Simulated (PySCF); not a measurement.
Si(F)2(I)(OH) (F₂HIOSi), SMILES F[Si](I)(F)O.

Coordinates come from a B3LYP-D3(BJ)/def2-SVP optimisation. The def2 effective core potentials stand for the cores of I; spin–orbit coupling is left out. The values are those of a single conformer.

Level of theory: B3LYP/def2-TZVP (PySCF).

| Quantity | Value |
|---|---|
| total energy | -863.19495 hartree |
| point group | Cs |
| highest occupied level | -8.02 eV |
| lowest empty level | -1.04 eV |
| orbital gap | 6.98 eV |
| dipole moment | 1.31 D |
| quadrupole, principal values (traceless, Buckingham form, about the centre of nuclear charge) | -7.31, -6.51, 13.82 D·Å |
| mean static polarisability | 54.2 bohr³ (8.02 Å³) |
| polarisability, principal values | 45.0, 47.3, 70.2 bohr³ |
